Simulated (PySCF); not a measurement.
# Two-component Hartree-Fock for Re³⁺ (rhenium, charge +3)

Start: [Xe] 4f14 5d3 6s1; 5d5/2 filled at m_j = +1/2, +3/2, +5/2; 6s1/2 filled at m_j = +1/2. Calculated with PySCF 2.14 in x2c-TZVPall-2c: generalised Hartree-Fock with the X2C-1e Hamiltonian and a Gaussian nucleus; spin-orbit coupling (SO) screened by Boettger's factors. This is a chosen level, not necessarily the ground level.

```csv
spinor shell,electrons,"ε, screened SO (eV)",weight of nominal j (screened SO),"rms radius, screened SO (bohr)"
1s1/2,2,-72080.1,1.000,0.0204
2s1/2,2,-12666.9,1.000,0.0824
2p1/2,2,-12100.1,1.000,0.0700
2p3/2,4,-10654.8,1.000,0.0775
3s1/2,2,-3022.1,1.000,0.210
3p1/2,2,-2769.6,1.000,0.202
3p3/2,4,-2450.5,1.000,0.217
3d3/2,4,-2031.5,1.000,0.192
3d5/2,6,-1962.7,1.000,0.196
4s1/2,2,-691.09,1.000,0.468
4p1/2,2,-584.47,1.000,0.476
4p3/2,4,-509.21,1.000,0.509
4d3/2,4,-333.73,0.999,0.532
4d5/2,6,-319.45,1.000,0.543
5s1/2,2,-134.62,1.000,1.10
5p1/2,2,-99.131,0.959,1.21
4f5/2,6,-96.013,0.985,0.636
4f7/2,8,-93.528,0.991,0.636
5d5/2,3,-43.394,0.640,1.75
6s1/2,1,-33.966,0.997,2.83
```

Q: Where does 5p3/2 lie, and what is the 5p spin-orbit splitting (screened SO)?

A: At -86.813 eV, 12.318 eV above 5p1/2.

```
   quantity   screened SO
E (hartree)  -16698.69522
        M_J             5
       ⟨J²⟩        30.024
       ⟨L²⟩        13.179
       ⟨S²⟩         5.640
```

Each row is a mean over spinors that exchange with the open shell spreads, by up to 7.437 eV (5p3/2).

Rows whose weight is well below 1 are mixtures of j = l ± 1/2: exchange outweighs spin-orbit coupling there, and the label is only the starting occupation.

Breit and QED terms are absent; they matter most for the inner s and p1/2 levels.

Densities and radii are taken from the X2C orbitals without a picture-change correction, which distorts them close to the nucleus.
